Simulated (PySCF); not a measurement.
## Simulated absorption spectrum

Compound: phenylhydrazine, C6H8N2.
Z-matrix (Å and degrees, PBE0-D3(BJ)/def2-SVP geometry), rows numbered from 1:
```
N 
N   1  1.3752
C   2  1.3773  1  123.73
C   3  1.4053  2  121.69  1   -12.00
C   4  1.3933  3  120.31  2  -178.89
C   5  1.3925  4  121.07  3    -0.07
C   6  1.3972  5  118.75  4     0.02
C   7  1.3880  6  120.88  5    -0.02
H   1  1.0190  2  110.69  3    72.73
H   1  1.0223  2  111.59  3   -47.58
H   2  1.0112  1  114.64  3   156.43
H   4  1.0910  3  119.73  2     0.82
H   5  1.0932  4  118.99  3   179.91
H   6  1.0916  5  120.65  4  -179.94
H   7  1.0931  6  119.98  5  -179.91
H   8  1.0938  3  119.26  2    -1.00
```

Level of theory: PySCF, TDDFT wB97X-D/def2-SVPD, vertical, gas phase, core orbitals frozen in the response.

Broadening: Gaussians 0.25 eV wide at half height, area fixed by f = 4.319×10⁻⁹ ∫ε dν̃. The width is an assumption, not a result. The curve ends short of the highest state used, and states not computed would add to its high-energy end.

```json
{"E (eV)": "4.43", "ε (L mol⁻¹ cm⁻¹)": "10"}
{"E (eV)": "4.48", "ε (L mol⁻¹ cm⁻¹)": "48"}
{"E (eV)": "4.53", "ε (L mol⁻¹ cm⁻¹)": "180"}
{"E (eV)": "4.58", "ε (L mol⁻¹ cm⁻¹)": "545"}
{"E (eV)": "4.64", "ε (L mol⁻¹ cm⁻¹)": "1536"}
{"E (eV)": "4.69", "ε (L mol⁻¹ cm⁻¹)": "2855"}
{"E (eV)": "4.74", "ε (L mol⁻¹ cm⁻¹)": "4251"}
{"E (eV)": "4.79", "ε (L mol⁻¹ cm⁻¹)": "5069"}
{"E (eV)": "4.84", "ε (L mol⁻¹ cm⁻¹)": "4843"}
{"E (eV)": "4.89", "ε (L mol⁻¹ cm⁻¹)": "3706"}
{"E (eV)": "4.95", "ε (L mol⁻¹ cm⁻¹)": "2006"}
{"E (eV)": "5.00", "ε (L mol⁻¹ cm⁻¹)": "942"}
{"E (eV)": "5.05", "ε (L mol⁻¹ cm⁻¹)": "355"}
{"E (eV)": "5.10", "ε (L mol⁻¹ cm⁻¹)": "107"}
{"E (eV)": "5.15", "ε (L mol⁻¹ cm⁻¹)": "27"}
{"E (eV)": "5.20", "ε (L mol⁻¹ cm⁻¹)": "11"}
{"E (eV)": "5.26", "ε (L mol⁻¹ cm⁻¹)": "51"}
{"E (eV)": "5.31", "ε (L mol⁻¹ cm⁻¹)": "230"}
{"E (eV)": "5.36", "ε (L mol⁻¹ cm⁻¹)": "838"}
{"E (eV)": "5.41", "ε (L mol⁻¹ cm⁻¹)": "2446"}
{"E (eV)": "5.46", "ε (L mol⁻¹ cm⁻¹)": "5717"}
{"E (eV)": "5.51", "ε (L mol⁻¹ cm⁻¹)": "10706"}
{"E (eV)": "5.57", "ε (L mol⁻¹ cm⁻¹)": "16958"}
{"E (eV)": "5.62", "ε (L mol⁻¹ cm⁻¹)": "19494"}
{"E (eV)": "5.67", "ε (L mol⁻¹ cm⁻¹)": "17956"}
{"E (eV)": "5.72", "ε (L mol⁻¹ cm⁻¹)": "13264"}
{"E (eV)": "5.77", "ε (L mol⁻¹ cm⁻¹)": "7896"}
{"E (eV)": "5.82", "ε (L mol⁻¹ cm⁻¹)": "3872"}
{"E (eV)": "5.88", "ε (L mol⁻¹ cm⁻¹)": "1474"}
{"E (eV)": "5.93", "ε (L mol⁻¹ cm⁻¹)": "825"}
{"E (eV)": "5.98", "ε (L mol⁻¹ cm⁻¹)": "647"}
{"E (eV)": "6.03", "ε (L mol⁻¹ cm⁻¹)": "540"}
{"E (eV)": "6.08", "ε (L mol⁻¹ cm⁻¹)": "394"}
{"E (eV)": "6.13", "ε (L mol⁻¹ cm⁻¹)": "252"}
{"E (eV)": "6.19", "ε (L mol⁻¹ cm⁻¹)": "180"}
{"E (eV)": "6.24", "ε (L mol⁻¹ cm⁻¹)": "240"}
```

Question: Locate the maxima and give the states behind the curve.

Answer: 258 nm (4.80 eV), ε about 5100, made up of S1 (100%); 220 nm (5.63 eV), ε about 20000, made up of S2 (100%) (ε in L mol⁻¹ cm⁻¹; maxima over ε = 5, shares over 10%). At its high-energy end, 6.24 eV, the curve is still rising (ε about 240, from S3 and S4). The states used: S1 4.80 eV (f 0.047); S2 5.63 eV (f 0.181); S3 5.99 eV (f 0.0053); S4 6.40 eV (f 0.0062); S5 6.79 eV (f 0.371); S6 6.84 eV (f 0.338).

Question: Coming from long wavelengths, where does ε first pass 100 L mol⁻¹ cm⁻¹?

Answer: At about 275 nm (4.51 eV), 0.30 eV below S1.

Question: What would ε be at 5.63 eV, the highest of these maxima, with half the width (0.125 eV)?

Answer: About 39000 L mol⁻¹ cm⁻¹ against 19500, a factor of about 2.00; a lone state at its own centre would give exactly 2.

Question: On this curve, what absorbance would a 10⁻³ mol/L sample give at 222 nm over a 1 cm path?

Answer: 222 nm is 5.585 eV, where ε is about 18000 L mol⁻¹ cm⁻¹, so A = ε c l ≈ 18 (Beer–Lambert, with the gas-phase spectrum and the assumed width).

One conformer stands for the species.
